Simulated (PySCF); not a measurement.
Rb(Cl) cation (ClRb), SMILES [Cl][Rb] (connectivity only; charge and spin as stated), charge +1, multiplicity 2.

Coordinates come from a B3LYP-D3(BJ)/def2-TZVPD optimisation. The multiplicity is an assumed one; other spin states were not compared. The def2 effective core potentials stand for the cores of Rb; spin–orbit coupling is left out.

Method: PySCF with r2SCAN/def2-TZVPD.

```
Item                                                                Value
------------------------------------------------  -----------------------
total energy                                           -484.06806 hartree
point group                                                           C∞v
α spin, highest occupied and lowest empty level       -12.62 and -4.83 eV
β spin, highest occupied and lowest empty level      -12.18 and -10.93 eV
dipole moment about the centre of nuclear charge                   5.05 D
⟨S²⟩                                              0.756 (pure state 0.75)
```
